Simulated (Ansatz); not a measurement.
Geometry optimisation, RHF/def2-SVP in Ansatz 0.2.0.

Input file:

```yaml
crystal:
  periodic: [false, false, false]
  atoms:
    - { symbol: Sn, position_ang: [0.0, 0.0, 0.0] }
    - { symbol: C, position_ang: [0.0, 0.0, 2.5] }
    - { symbol: H, position_ang: [-0.9996, -0.3092, 2.8705] }
    - { symbol: H, position_ang: [0.7676, -0.7111, 2.8705] }
    - { symbol: H, position_ang: [0.232, 1.0203, 2.8705] }
    - { symbol: H, position_ang: [1.6408, 0.0, -0.5794] }
    - { symbol: H, position_ang: [-0.8195, 1.4198, -0.5794] }
    - { symbol: H, position_ang: [-0.8195, -1.4198, -0.5794] }
    - { symbol: Cl, position_ang: [1.4213, 2.1433, 0.8545] }
    - { symbol: H, position_ang: [0.7721, 1.1643, 2.1403] }
basis:
  gaussian: { orbitals: def2-SVP }
hamiltonian:
  xc: hf
relax:
  f_tol: 0.15
  max_steps: 25
  restrain:
    - { distance: [0, 8], at: 3.61, k: 30.0 }
    - { distance: [9, 1], at: 2.31, k: 30.0 }
    - { distance: [0, 1], at: 2.15, k: 30.0 }
    - { distance: [9, 8], at: 1.37, k: 30.0 }
output:
  orbitals: {}
```

Launched with:

```bash
$ ansatz run input.yaml --threads 1 --pin off --max-ram 2048MiB --backend cpu --events-out ev --progress --plain --runs-dir out
```

Q: Where does it end, and by what steps?

A: The run converged. The restraints hold the end off the free minimum. After 8 steps the energy has fallen by 3.523 eV (the restraints' own energy left out); H10 moved furthest, 0.84 Å. Parted: Sn1–Cl9 (2.71 → 3.62 Å). Joined: Cl9–H10 (1.74 → 1.32 Å).

| step | energy less start (eV) | largest force component (eV/Å) | accepted |
| --- | --- | --- | --- |
| 0 | 0.0000 | 3.130 | yes |
| 1 | -0.9240 | 3.075 | yes |
| 2 | -1.5459 | 3.613 | yes |
| 3 | -2.4182 | 2.944 | yes |
| 4 | -3.2246 | 1.256 | yes |
| 5 | -3.4258 | 1.418 | yes |
| 6 | -3.4763 | 1.492 | yes |
| 7 | -3.5031 | 1.447 | yes |
| 8 | -3.5228 | 1.234 | yes |

```xyz
10
Properties=species:S:1:pos:R:3
Sn -0.148 -0.128 0.097
C -0.113 -0.053 2.255
H -0.823 -0.780 2.653
H 0.870 -0.321 2.646
H -0.411 0.927 2.625
H 1.429 -0.258 -0.544
H -0.958 1.234 -0.541
H -1.022 -1.537 -0.347
Cl 1.921 2.565 1.343
H 1.450 1.659 2.180
```

Time of the run: 22 s on 1 thread of Intel(R) Xeon(R) Platinum 8488C (Sapphire Rapids), on a shared host, peak memory 0.2 GiB.
